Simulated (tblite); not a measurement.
Start geometry of `CSc1pcoc1C` from a force field or distance geometry (Å):
```
atom  x, y, z in Å
C1     2.5647   -0.0271   -0.1747
S2     1.3520   -0.5681   -1.4199
C3    -0.0550    0.2872   -0.8453
P4    -0.4556    1.9770   -1.5398
C5    -1.8847    1.8289   -0.3922
O6    -2.0201    0.6932    0.3396
C7    -0.9890   -0.1783    0.0778
C8    -1.0544   -1.4529    0.8386
H9     2.2377   -0.3151    0.8315
H10    2.6811    1.0596   -0.2103
H11    3.5187   -0.4975   -0.3770
H12   -2.6611    2.5670   -0.2519
H13   -1.9602   -1.4985    1.4740
H14   -0.1819   -1.5687    1.4801
H15   -1.0965   -2.2988    0.1476
```

Task: What comes out of this run: tblite, GFN2-xTB geometry optimisation, gas phase?

Result: 
```
atom  x, y, z in Å
C1     2.7940    0.3141   -0.4967
S2     1.5179   -0.8871   -0.0336
C3     0.1055    0.1561   -0.0705
P4     0.0562    1.8861   -0.4971
C5    -1.6256    1.8061   -0.2115
O6    -2.1074    0.6184    0.1627
C7    -1.1438   -0.3078    0.2437
C8    -1.5270   -1.6856    0.6557
H9     2.8156    1.1168    0.2364
H10    2.5734    0.7086   -1.4856
H11    3.7395   -0.2188   -0.5031
H12   -2.3511    2.5960   -0.2948
H13   -2.5689   -1.6965    0.9633
H14   -0.8960   -2.0157    1.4791
H15   -1.3868   -2.3827   -0.1698
```

The energy falls by 14.8 kcal/mol over 109 L-BFGS steps, the largest force on an atom goes from 4.69 to 0.008 eV/Å, and the atoms move by 0.859 Å rms after alignment. The bond that changes most is P4–C5 (ends: phosphorus bonded to 2 C; aromatic CH next to a ring oxygen), which shortens by 0.131 Å. Bonds longer at the end by more than 0.005 Å: 1 of 15; shorter: 9. Among the angles that change most is S2–C3–P4, from 119.6° to 127.1°. Among the dihedrals that turn most is C1–S2–C3–P4, from 93° to 1°. Rotational constants go from 1986, 1252, 863.2 to 2160, 1344, 837.1 MHz. The orientation of the end geometry is arbitrary; only internal coordinates are fixed.

GFN2-xTB frequencies show an imaginary mode (30i cm⁻¹), so the point is no minimum at that level.

All values are computed, not measured.
